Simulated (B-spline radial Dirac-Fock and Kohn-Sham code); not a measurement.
## Dipole and non-dipole photoemission parameters of Er³⁺ 5s

System: Er³⁺, 1s2 2s2 2p6 3s2 3p6 3d10 4s2 4p6 4d10 4f11 5s2 5p6; threshold 88.49 eV (orbital energy of the model). These are calculated numbers from a B-spline atomic structure program; the model is Dirac-Hartree-Slater photoionisation with a Latter tail; cross sections with all multipoles, angular parameters from the dipole term and its interference with E2.

```csv
hν (eV),σ (kb),β,γ
100,86.2,1.436,-0.128
229,58.2,1.847,0.280
267,48.9,1.865,0.316
300,42.5,1.877,0.336
338,36.7,1.887,0.352
387,30.9,1.897,0.368
404,29.3,1.900,0.373
549,19.4,1.917,0.401
586,17.7,1.920,0.403
683,14.2,1.927,0.400
800,11.2,1.933,0.388
1290,5.39,1.946,0.311
1486.9,4.28,1.950,0.274
1820,3.07,1.954,0.211
2170,2.28,1.957,0.149
2530,1.74,1.959,0.092
4000,0.764,1.964,-0.068
6000,0.357,1.967,-0.142
6140,0.342,1.968,-0.143
6400,0.316,1.968,-0.143
6940,?,?,?
8047.8,0.201,1.969,-0.111
9680,0.139,1.970,-0.043
10200,0.125,1.970,-0.017
10300,0.123,1.970,-0.011
11200,0.104,1.970,0.039
```

**Question.** Give the values at 6940 eV.

**Answer.** σ = 0.270 kb, β = 1.968, γ = -0.138. For an s subshell δ is negligible.
